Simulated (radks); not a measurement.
The numbers below are computed, except where a source is named.
The nickel anion Ni- inside a hard spherical wall (all orbitals vanish at R), configuration held at [Ar] 3d9 4s2 and not refilled when levels cross. Code: a radial shooting solver on a logarithmic mesh with Libxc functionals. Model: non-relativistic Kohn-Sham, LDA (Slater exchange, VWN5 correlation), spin-polarised, spherical densities, point nucleus; open shells are filled with parallel spins first. Eigenvalues in eV for spin up, with the zero of energy where the potential of the charges vanishes at infinity; a dash marks a level that is unbound or too diffuse for the functional's potential to be trusted. A positive occupied level is held by the wall or, in an anion where self-interaction has pushed it up, behind a barrier. The pressure on the wall is -dE/dV.

\begin{tabular}{lrrrrrrrrr}
R (bohr) & E (hartree) & kinetic (hartree) & e(3s) & e(3p) & e(3d) & e(4s) & e(4p, empty) & e(5s, empty) & pressure (GPa) \\ \hline
15 & -1505.72385 & 1503.997 & -96.676 & -59.847 & 0.686 & 0.832 & 2.863 & 3.056 & 0.00206 \\
12 & -1505.72243 & 1504.004 & -96.513 & -59.683 & 0.849 & 0.970 & 3.422 & 4.207 & 0.0156 \\
8 & -1505.70507 & 1504.075 & -95.571 & -58.738 & 1.782 & 1.803 & 5.194 & 8.993 & 0.469 \\
5 & -1505.53084 & 1504.669 & -91.613 & -54.790 & 5.575 & 5.848 & 11.262 & 27.246 & 16.5 \\
4 & -1505.20417 & 1505.697 & -87.228 & -50.449 & 9.718 & 11.165 & 18.296 & 48.357 & 82.2 \\
3.5 & -1504.80527 & 1506.910 & -83.234 & -46.517 & 13.525 & 16.714 & 25.265 & 68.712 & 211 \\
3 & -1503.98012 & 1509.369 & -76.860 & -40.265 & 19.754 & 26.971 & 37.648 & 103.54 & 621 \\
2 & -1496.74863 & 1530.843 & -45.608 & -9.082 & 53.690 & 99.798 & 118.17 & 306.43 & 10500 \\
1.5 & -1477.65137 & 1585.121 & 3.937 & 42.708 & 111.62 & 253.08 & 273.65 & 657.99 & 75900 \\
\end{tabular}
